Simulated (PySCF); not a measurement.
Excitations are Tamm–Dancoff values on a coarser integration grid. The basis has no diffuse functions, so Rydberg states are missing or too high.

Cartesian coordinates (Å):
```xyz
9

O     -1.2808    -1.4280    -0.4730
Sn     0.0002    -0.0005    -0.0002
O      1.9216    -0.4464    -0.1068
O     -0.2933     1.4423    -1.3172
O     -0.3468     0.4300     1.8964
H     -1.5916    -1.2955    -1.3868
H      2.2572    -0.6512     0.7847
H      0.5606     1.8517    -1.5463
H     -1.2270     0.0976     2.1493
```
Charge 0, multiplicity 1.

Task: What HOMO–LUMO gap, total energy and S1–T1 gap (TDA) does PySCF with PBE-D3(BJ)/def2-TZVP give?

Result: 
```
Item                   Result
---------------  ------------
HOMO–LUMO gap         4.48 eV
total energy     -14082.17 eV
S1–T1 gap (TDA)       0.39 eV
```
